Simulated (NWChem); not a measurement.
Molecule: CH$_{4}$Cl$_{2}$InN; SMILES C[NH][In]([Cl])[Cl]

```xyz
9

In    -0.0629     0.1013    -0.0053
Cl    -0.4315     2.4052    -0.0004
Cl     2.1454    -0.6629     0.0088
N     -1.5542    -1.2242     0.0704
C     -1.4242    -2.6576    -0.0338
H     -2.5033    -0.8760    -0.0049
H     -1.7965    -3.0608    -0.9944
H     -1.9647    -3.1793     0.7774
H     -0.3672    -2.9538     0.0490
```
Atoms are numbered in this order, from 1.

Computed with NWChem. Medium grid unless said otherwise, to which SCAN and Minnesota functionals are sensitive. Structure relaxed at the PBE0/def2-SVP level. Not confirmed as a minimum by frequencies. def2 effective core potentials on In; no spin-orbit coupling. Hybrids' shares of exact exchange are those that their runs print; pure functionals count as 0. The functionals differ in more than this share.

```
row             share of exact exchange  orbital gap (eV)
--------------  -----------------------  ----------------
PBE/def2-SVP                       0.00              2.79
BLYP/def2-SVP                      0.00              2.76
TPSSh/def2-SVP                     0.10          withheld
B3LYP/def2-SVP                     0.20              4.50
MN15/def2-SVP                      0.44              6.29
```

Question: Fit a straight line of the last column on the one before it, predict the withheld value, and compare with the run.

Answer: 
1. Means of the 4 shown rows: x = 0.160, y = 4.085. Slope Σ(x − x̄)(y − ȳ)/Σ(x − x̄)² = 1.053/0.1312 = 8.027; intercept 2.801.
2. The shown rows scatter about the line by 0.056 (root mean square); the largest residual is +0.09, at B3LYP/def2-SVP.
3. At x = 0.10 (TPSSh/def2-SVP; inside the shown range) the line gives 3.60.
4. The run gives 3.86, +0.26 from the line, 4.7 times the scatter.
